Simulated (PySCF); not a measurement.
Isomers of C6H9NSi.

All values: PBE0/def2-SVPD (PySCF) at GFN2-xTB geometries, gas phase, one conformer each. Core orbitals are frozen in the response; Δα² is half the sum of the squared differences of the principal polarisabilities.

Problem. Rank by dipole moment, highest first.
A. `[CH:1]#[C:2][C@H:3]1[SiH2:4][CH2:5][N:6]1[CH:7]=[CH2:8]` with C5–N6–C7–C8 -15°, C2–C3–Si4–C5 108°, C3–Si4–C5–N6 8°, Si4–C5–N6–C7 -163°, C2–C3–N6–C5 -106°
B. `[CH3:1][CH2:2][C:3]1=[CH:4][C@@H:5]([C:6]#[N:7])[SiH2:8]1` with C1–C2–C3–C4 130°
C. `[CH:1]#[C:2][SiH2:3][C@H:4]1[CH2:5][N:6]1[CH:7]=[CH2:8]` with C2–Si3–C4–C5 -175°, C5–N6–C7–C8 -124°
D. `[N:1]#[C:2][C@H:3]1[CH:4]=[C:5]([CH2:6][SiH3:7])[CH2:8]1` with C4–C5–C6–Si7 -99°

Solution. B (5.00 D), D (4.57 D), A (1.83 D), C (1.15 D).

Problem. Rank by HOMO energy, lowest first.
A. `[CH:1]#[C:2][C@H:3]1[SiH2:4][CH2:5][N:6]1[CH:7]=[CH2:8]` with C5–N6–C7–C8 -15°, C2–C3–Si4–C5 108°, C3–Si4–C5–N6 8°, Si4–C5–N6–C7 -163°, C2–C3–N6–C5 -106°
B. `[CH3:1][CH2:2][C:3]1=[CH:4][C@@H:5]([C:6]#[N:7])[SiH2:8]1` with C1–C2–C3–C4 130°
C. `[N:1]#[C:2][C@H:3]1[CH:4]=[C:5]([CH2:6][SiH3:7])[CH2:8]1` with C4–C5–C6–Si7 -99°
D. `[CH:1]#[C:2][SiH2:3][C@H:4]1[CH2:5][N:6]1[CH:7]=[CH2:8]` with C2–Si3–C4–C5 -175°, C5–N6–C7–C8 -124°

Solution. B (-7.92 eV), C (-7.42 eV), D (-6.20 eV), A (-5.74 eV).

All values together:

```csv
SMILES,μ (D),HOMO (eV),LUMO (eV),α (Å³),Δα (Å³)
CCC1=C[C@@H](C#N)[SiH2]1,5.00,-7.92,-0.63,14.57,5.85
C#C[C@H]1[SiH2]CN1C=C,1.83,-5.74,-0.33,15.51,5.45
N#C[C@H]1C=C(C[SiH3])C1,4.57,-7.42,-0.27,14.71,7.33
C#C[SiH2][C@H]1CN1C=C,1.15,-6.20,-0.09,15.25,6.15
```

Conformers: `[CH3:1][CH2:2][C:3]1=[CH:4][C@@H:5]([C:6]#[N:7])[SiH2:8]1` with C1–C2–C3–C4 130°; `[CH:1]#[C:2][C@H:3]1[SiH2:4][CH2:5][N:6]1[CH:7]=[CH2:8]` with C5–N6–C7–C8 -15°, C2–C3–Si4–C5 108°, C3–Si4–C5–N6 8°, Si4–C5–N6–C7 -163°, C2–C3–N6–C5 -106°; `[N:1]#[C:2][C@H:3]1[CH:4]=[C:5]([CH2:6][SiH3:7])[CH2:8]1` with C4–C5–C6–Si7 -99°; `[CH:1]#[C:2][SiH2:3][C@H:4]1[CH2:5][N:6]1[CH:7]=[CH2:8]` with C2–Si3–C4–C5 -175°, C5–N6–C7–C8 -124°.
